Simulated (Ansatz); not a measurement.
Cost and result for the atomization energy of `N[SiH]([SiH3])BF` (12 atoms, 11 bonds).

| atom | x (Å) | y (Å) | z (Å) |
| --- | --- | --- | --- |
| N1 | -0.3060 | 1.9301 | -0.0463 |
| Si2 | -0.0296 | 0.3512 | 0.5915 |
| Si3 | 1.4783 | -0.9615 | -0.6600 |
| B4 | -1.7709 | -0.6766 | 0.6671 |
| F5 | -2.8348 | -0.2224 | 0.0189 |
| H6 | 0.4551 | 2.5385 | -0.2990 |
| H7 | -1.1070 | 2.0830 | -0.6371 |
| H8 | 0.5556 | 0.4339 | 1.9633 |
| H9 | 2.7644 | -0.2315 | -0.8483 |
| H10 | 0.9277 | -1.2647 | -2.0109 |
| H11 | 1.7715 | -2.2513 | 0.0255 |
| H12 | -1.9043 | -1.7286 | 1.2352 |

The species carries charge 0 and has multiplicity 1. All single points use the PBE0-D4/def2-TZVP geometry. It is one conformer, not always the lowest. Program: Ansatz. All runs use 4 threads of an Arm Neoverse V2 on a shared host. Times are those of one run each, without the atoms' runs, and a repeat can differ threefold. Electronic energies, without spin–orbit coupling; frozen cores. CCSD(T)/CBS adds CCSD(T) − MP2 in def2-TZVPP to the MP2 limit, and its time is that of the two runs behind it. T1 = 0.014. B3LYP takes the VWN-RPA correlation (the form of Gaussian; ORCA's B3LYP/G).

CCSD(T)/CBS is a level of theory with its own doubt, some kJ/mol a heavy atom from the limit and from the frozen cores, so smaller differences don't rank the functionals.

```csv
level,functions,wall time
PBE-D4/def2-TZVPP (with forces),275,2.7 s
PBE0-D4/def2-TZVPP,275,3.6 s
r2SCAN-D4/def2-TZVPP (with forces),275,5 s
B3LYP-D4/def2-TZVPP (with forces),275,6 s
B2PLYP/def2-TZVPP,275,6.5 s
ωB97X-V/def2-TZVPP,275,8.5 s
ωB97M-V/def2-TZVPP (with forces),275,13 s
MP2/def2-QZVPP,521,36 s
CCSD(T)/def2-TZVPP,275,3.4 min
CCSD(T)/CBS(def2),–,4 min
```

(1) What atomization energy does each give, and how far from CCSD(T)/CBS? (Estimate.)

## Answers

(1) Computed: 
| level | atomization (kJ/mol) | difference from CCSD(T)/CBS | per bond |
| --- | --- | --- | --- |
| PBE-D4/def2-TZVPP (with forces) | 4016.7 | 32.4 | 2.9 |
| PBE0-D4/def2-TZVPP | 3964.9 | -19.4 | -1.8 |
| r2SCAN-D4/def2-TZVPP (with forces) | 3990.7 | 6.4 | 0.6 |
| B3LYP-D4/def2-TZVPP (with forces) | 3998.8 | 14.5 | 1.3 |
| B2PLYP/def2-TZVPP | 3942.2 | -42.1 | -3.8 |
| ωB97X-V/def2-TZVPP | 4019.2 | 34.9 | 3.2 |
| ωB97M-V/def2-TZVPP (with forces) | 3997.6 | 13.3 | 1.2 |
| MP2/def2-QZVPP | 3968.0 | -16.3 | -1.5 |
| CCSD(T)/def2-TZVPP | 3873.3 | -111.0 | -10.1 |
| CCSD(T)/CBS(def2) | 3984.3 | 0.0 | 0.0 |

The D4 term adds +40.3 kJ/mol with B3LYP and +21.4 kJ/mol with PBE0; it sums over pairs of atoms, weighted by their polarisabilities, and B3LYP, whose exchange is more repulsive, gets the larger term. From PBE to PBE0 (25 % exact exchange), in def2-TZVPP and without D4, the atomization energy moves by −48.2 kJ/mol: exact exchange takes away binding that semilocal exchange gives to molecules. In def2-TZVPP, CCSD(T) changes the Hartree–Fock value by +917.7 kJ/mol (the triples alone add +47.2 kJ/mol) and MP2 by +946.0 kJ/mol; breaking electron pairs costs correlation energy, which Hartree–Fock lacks.
